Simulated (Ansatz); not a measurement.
Born–Oppenheimer molecular dynamics of C₂H₉AlO (13 atoms, charge 0, multiplicity 1). It starts from a rough guess of a transition structure, not a stationary point.

Theory: UKS PBE0/6-31G in Ansatz 0.2.0.

```yaml
ensemble: NVE (velocity Verlet)
time_step: 0.5 fs
steps_asked: 150
starting_velocities_drawn_for: 1000 K
seed: 79171
```

First frame:

```xyz
13
Properties=species:S:1:pos:R:3
Al -0.181 0.322 0.538
H 1.269 -0.877 1.220
C 0.447 1.920 -0.432
O -1.451 0.214 1.565
H 0.719 -1.151 0.442
C -0.001 -1.613 -0.670
H -0.028 2.037 -1.407
H 0.266 2.841 0.127
H 1.520 1.845 -0.610
H -2.166 0.101 2.172
H -0.870 -1.268 -1.263
H -0.311 -2.586 -0.279
H 0.788 -1.785 -1.403
```

Q: How far do the bonds stretch over the last three quarters of this one trajectory? (Pairs bonded in most of those frames.)

A: 
```csv
bond,mean (Å),spread (Å),shortest,longest
Al1–H2,1.641,0.102,1.49,1.80
Al1–C3,2.004,0.058,1.86,2.08
Al1–O4,1.773,0.042,1.71,1.83
C3–H7,1.100,0.022,1.06,1.14
C3–H8,1.106,0.012,1.08,1.13
C3–H9,1.118,0.054,1.03,1.19
O4–H10,0.970,0.011,0.95,0.99
H5–C6,1.128,0.073,1.00,1.24
C6–H11,1.103,0.029,1.05,1.16
C6–H12,1.112,0.080,0.98,1.25
C6–H13,1.109,0.042,1.04,1.17
```

Mean temperature of the second half: 1767 K. The conserved energy stayed within 0.91 meV per atom of its start (net change -0.0074 meV per atom), so the integration is sound. The system heated up, since it started high on the potential surface and ran downhill. A run of 0.075 ps of so small a system gives no equilibrium averages. The orbitals stay closed-shell, which can raise the energy where a bond breaks towards radicals; this wasn't checked here. Limits of this set-up: no polarisation functions.

The run took 10 min on 1 thread of Arm Neoverse V2, with other jobs on the host, peak memory 0.17 GiB.
